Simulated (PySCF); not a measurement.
C3H8BNO, SMILES C[C@H]1COB1N.

Geometry: TPSSh-D3(BJ)/def2-SVP. The structure was generated by enumeration; whether it is a known compound was not checked. The values are those of a single conformer.

The numbers are results of PBE0/def2-TZVP run with PySCF, not measurements.

Gas-phase values at a fixed geometry.

Computed frontier levels, gap, dipole moment and polarisability:
| Item | Value |
|---|---|
| highest occupied level | -7.51 eV |
| lowest empty level | 0.86 eV |
| orbital gap | 8.37 eV |
| dipole moment | 1.74 D |
| quadrupole, principal values (traceless, Buckingham form, about the centre of nuclear charge) | -6.10, -2.77, 8.87 D·Å |
| mean static polarisability | 58.9 bohr³ (8.73 Å³) |
| polarisability, principal values | 49.2, 59.5, 68.0 bohr³ |
